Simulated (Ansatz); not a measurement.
Basis-set extrapolation for CH₆N₂OSi, SMILES `NC1(O)N[SiH2]1` (PBE0-D4/def2-TZVP geometry, frozen core, Ansatz 0.2.0). Multiplicity 1, RHF reference.

```json
{"": "HF", "def2-TZVPP": "-514.113552", "def2-QZVPP": "-514.133392"}
{"": "MP2 correlation", "def2-TZVPP": "-0.948887", "def2-QZVPP": "-1.018514"}
{"": "CCSD(T) correlation", "def2-TZVPP": "-1.019329", "def2-QZVPP": "not run"}
```

Energies in hartree. Use E(X) = E(∞) + A·exp(−7.88·√X) for Hartree–Fock and E(X) = E(∞) + B·X^(−2.97) for correlation, with X = 3 and 4, and add CCSD(T) minus MP2 of the smaller set to the MP2 limit.

What is the CCSD(T) energy at the basis-set limit?

HF limit: -514.133392 + (-0.019840) × 0.13774 = -514.13612. MP2 limit: -1.018514 + (-0.069627) × 0.74074 = -1.07009. Higher-order term: -1.019329 − (-0.948887) = -0.07044. Total: -515.27665 hartree, 90.2 kcal/mol below CCSD(T)/def2-TZVPP.
